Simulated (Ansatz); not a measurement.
Reaction (formal exchange of groups at a C–C bond): `CC(=O)CC(=O)C(C)C` + `c1ccccc1` → `CC(=O)CC(=O)c1ccccc1` + `CCC`

Program: Ansatz. Geometries: PBE0-D4/def2-TZVP. ΔE: electronic, gas phase. CCSD(T)/CBS adds triple-zeta CCSD(T) − MP2 to the extrapolated MP2 energy (def2 sets, frozen cores). One conformer a species, not always the lowest.

`CC(=O)CC(=O)C(C)C`:

Z-matrix (Å, degrees):
```
C
C 1 1.498
H 1 1.094 2 109.2
H 1 1.094 2 109.8 3 116.7
H 1 1.088 2 110.5 3 -120.6
C 2 1.523 1 115.9 3 -69.2
O 2 1.205 1 123.4 3 113.0
C 6 1.523 2 106.8 1 -87.3
H 6 1.089 2 108.1 1 152.8
H 6 1.090 2 110.9 1 30.5
O 8 1.205 6 120.5 2 86.8
C 8 1.512 6 116.1 2 -91.5
C 12 1.517 8 111.7 6 157.5
C 12 1.531 8 108.7 6 -78.9
H 12 1.097 8 106.4 6 37.3
H 13 1.091 12 111.3 8 -59.5
H 13 1.091 12 110.7 8 60.2
H 13 1.092 12 110.3 8 -179.7
H 14 1.092 12 112.4 8 56.7
H 14 1.092 12 109.9 8 176.6
H 14 1.093 12 110.4 8 -64.3
```

`c1ccccc1`:

Z-matrix (Å, degrees):
```
C
C 1 1.387
C 1 1.388 2 120.0
H 1 1.084 2 120.0 3 -180.0
C 2 1.387 1 120.0 3 -0.0
H 2 1.084 1 120.0 3 180.0
C 3 1.387 1 120.0 2 0.0
H 3 1.084 1 120.0 2 180.0
C 5 1.388 2 120.0 1 0.0
H 5 1.084 2 120.0 1 180.0
H 7 1.084 3 120.0 1 180.0
H 9 1.084 5 120.0 2 180.0
```

`CC(=O)CC(=O)c1ccccc1`:

Z-matrix (Å, degrees):
```
C
C 1 1.499
H 1 1.093 2 110.5
H 1 1.088 2 110.3 3 -123.3
H 1 1.095 2 108.8 3 116.8
C 2 1.524 1 115.8 3 -44.6
O 2 1.205 1 123.1 3 135.0
C 6 1.521 2 110.2 1 77.1
H 6 1.088 2 108.6 1 -160.0
H 6 1.091 2 109.6 1 -39.4
O 8 1.210 6 119.7 2 -91.3
C 8 1.484 6 118.6 2 87.7
C 12 1.395 8 118.0 6 169.9
C 12 1.394 8 122.4 6 -11.4
C 13 1.381 12 120.3 8 179.5
H 13 1.083 12 118.4 8 -0.6
C 14 1.386 12 120.0 8 -178.7
H 14 1.083 12 120.4 8 -0.9
C 15 1.390 13 119.9 12 -0.8
H 15 1.084 13 120.0 12 179.4
H 17 1.083 14 119.8 12 179.2
H 19 1.084 15 119.9 13 -179.8
```

`CCC`:

Z-matrix (Å, degrees):
```
C
C 1 1.519
H 1 1.094 2 111.1
H 1 1.094 2 111.1 3 119.5
H 1 1.093 2 111.7 3 -120.3
C 2 1.519 1 112.7 3 -59.7
H 2 1.095 1 109.5 3 178.2
H 2 1.095 1 109.5 3 62.4
H 6 1.094 2 111.0 1 59.7
H 6 1.093 2 111.7 1 -180.0
H 6 1.094 2 111.1 1 -59.7
```

```
               species  HF/CBS(def2) energy (Eh)
   `CC(=O)CC(=O)C(C)C`                -421.98404
            `c1ccccc1`                -230.79791
`CC(=O)CC(=O)c1ccccc1`                -534.46644
                 `CCC`                -118.31736
```

(1) Work out ΔE.

Largest T1 diagnostic among the species: 0.014.

Results:

(1) ΔE = (-534.46644) + (-118.31736) − (-421.98404) − (-230.79791) = -0.00185 Eh = -4.9 kJ/mol. CCSD(T)/CBS gives -7.6 kJ/mol.

In def2-TZVPP, CCSD(T) changes the Hartree–Fock value by −3.9 kJ/mol (the triples alone add −2.5 kJ/mol) and MP2 by −6.3 kJ/mol.
